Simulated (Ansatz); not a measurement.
TiB7⁻, relaxed as a singlet with RKS PBE-D4/def2-SVPD in Ansatz, starting from packed atoms. Force threshold 0.02 eV/Å.

The restricted singlet is unstable towards broken spin symmetry in Hartree–Fock (as tested in another run); at PBE-D4/def2-SVPD this wasn't settled. The structure comes from a short search, and lower isomers may exist.

Start:

```xyz
8

Ti    1.2076    0.4806   -1.4094
B    -1.0679   -0.6795   -1.3764
B     0.3833    1.0880    0.6423
B     0.9365   -0.3868    1.1853
B     0.9738   -1.3695   -0.0928
B    -1.1209    0.8923   -0.6858
B    -0.3876   -0.3986    0.1902
B    -0.9248    0.3737    1.5465
```

Question: Estimate the energy that the relaxation releases and the steps that it takes.

Answer: 5.12 eV, in 19 steps; 33 s on 4 threads of Arm Neoverse V2 on a shared host. No frequencies were taken in this run, so the end may be a saddle point.

Question: Does the start keep its bonding?

Answer: Bonds lost: Ti1–B4, Ti1–B6 (atoms count from 1). Bonds formed: B2–B3, B3–B5, B6–B8 (atoms count from 1).

Question: Predict the relaxed structure.

Answer: 
```xyz
8

Ti    1.1317   -0.1666   -1.6869
B    -0.8379    0.2686   -1.3717
B     0.4244    0.8176    0.0158
B     0.5522   -0.3998    1.4951
B     1.3451   -0.8963    0.2079
B    -1.4920    0.6886    0.0165
B    -0.3556   -0.7596   -0.0680
B    -0.7680    0.4476    1.3911
```
Bond lengths: 15 × B–B 1.57 to 1.95 Å; 4 × B–Ti 2.04 to 2.28 Å.
